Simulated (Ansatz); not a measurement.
C₂H₆AlClSi (`C=[C](Cl)[AlH][SiH3]`). The species carries charge 0 and has multiplicity 1. The structure was optimised at the PBE0-D4/def2-TZVP level. It is one conformer, not always the lowest.

```xyz
11

C     0.568   -1.773    0.789
C     0.390   -0.650    1.483
Cl    0.662   -0.682    3.210
Al   -0.159    1.037    0.663
Si   -0.535    1.045   -1.763
H     0.874   -2.712    1.243
H     0.402   -1.769   -0.284
H    -0.338    2.320    1.573
H    -1.930    1.463   -2.084
H     0.379    2.011   -2.439
H    -0.314   -0.290   -2.389
```

Task: What is the dipole moment at B3LYP/def2-TZVPP? (An estimate is asked.)

Result: Computed: 1.16 D, with components (-0.06, -0.41, -1.08) D in this frame, pointing from negative to positive charge.

Task: And with PBE, r2SCAN, ωB97M-V? (Best estimate.)

Result: Computed: PBE 1.10 D, r2SCAN 1.22 D, ωB97M-V 1.16 D.

Task: Give the Mulliken charges with B3LYP, ωB97M-V, PBE in def2-TZVPP. (Estimate.)

Result: Ansatz gave: 
```
atom  B3LYP  ωB97M-V    PBE
  C1  -0.20    -0.19  -0.18
  C2  -0.07    -0.13  -0.04
 Cl3  -0.13    -0.10  -0.11
 Al4   0.43     0.43   0.39
 Si5   0.03    -0.08  -0.04
  H6   0.11     0.12   0.10
  H7   0.11     0.10   0.10
  H8  -0.12    -0.09  -0.10
  H9  -0.06    -0.02  -0.04
 H10  -0.06    -0.02  -0.04
 H11  -0.06    -0.02  -0.04
```

B3LYP here is the variant with VWN-RPA as its local correlation; programs differ in this.
